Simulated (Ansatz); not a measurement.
C2H5ClOSi can be A, `O[SiH2]/C=C/Cl`, or B, `O/C([SiH3])=C\Cl`.

Isolated molecules relaxed with PBE0-D4/def2-TZVP in Ansatz; ΔE leaves out vibrations. CBS: MP2 limit from def2 TZ/QZ plus the TZ coupled-cluster correction, frozen cores. Double bonds are as drawn, so ΔE can hold a change between cis and trans. Functionals use def2-TZVPP. One conformer a species, not always the lowest.

(1) Which isomer does CCSD(T)/CBS put lower? Give the gap. (An estimate is asked.)

(2) Give E(B) − E(A) in kcal/mol with CCSD(T)/def2-TZVPP, PBE-D4, PBE0-D4, MP2/def2-TZVPP, CCSD/def2-TZVPP, ωB97M-V, B2PLYP. (Best estimate.)

Largest T1 diagnostic: 0.013.

Results:

(1) Ansatz gave: A, by 36.7 kcal/mol.

(2) Computed: CCSD(T)/def2-TZVPP 36.1, PBE-D4 31.1, PBE0-D4 33.1, MP2/def2-TZVPP 37.6, CCSD/def2-TZVPP 37.0, ωB97M-V 35.5, B2PLYP 36.2. None reverses the order clearly.

In def2-TZVPP, CCSD(T) changes the Hartree–Fock value by −3.2 kcal/mol (the triples alone add −0.9 kcal/mol) and MP2 by −1.8 kcal/mol. From PBE to PBE0 (25 % exact exchange), in def2-TZVPP and without D4, E(B) − E(A) moves by +2.0 kcal/mol.
